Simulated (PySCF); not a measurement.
# How methods differ on the excitation energy of Be

Be [He] 2s2 (1S) → Be [He] 2p2 (3P), as a difference of total energies. Computed with PySCF 2.14 in aug-cc-pCVTZ-DK (7s6p4d2f, 59 functions), with the spin-free X2C one-electron Hamiltonian (Gaussian nucleus). Correlated levels: valence: 1s2 frozen. The calculations carry no spin-orbit coupling.

| method | excitation energy (cm⁻¹) | error (cm⁻¹) |
| --- | --- | --- |
| UHF | 52017 | -7679 |
| MP2 (valence) | 56998 | -2698 |
| SCS-MP2 (valence) | 59146 | -550 |
| CCSD (valence) | 60059 | +363 |

Reference: 59696 cm⁻¹ (measured; NIST levels, between the centres of gravity of the two terms).

Errors of the correlated levels include the incompleteness of this basis and the frozen core.

With two correlated electrons CCSD is exact in that space.
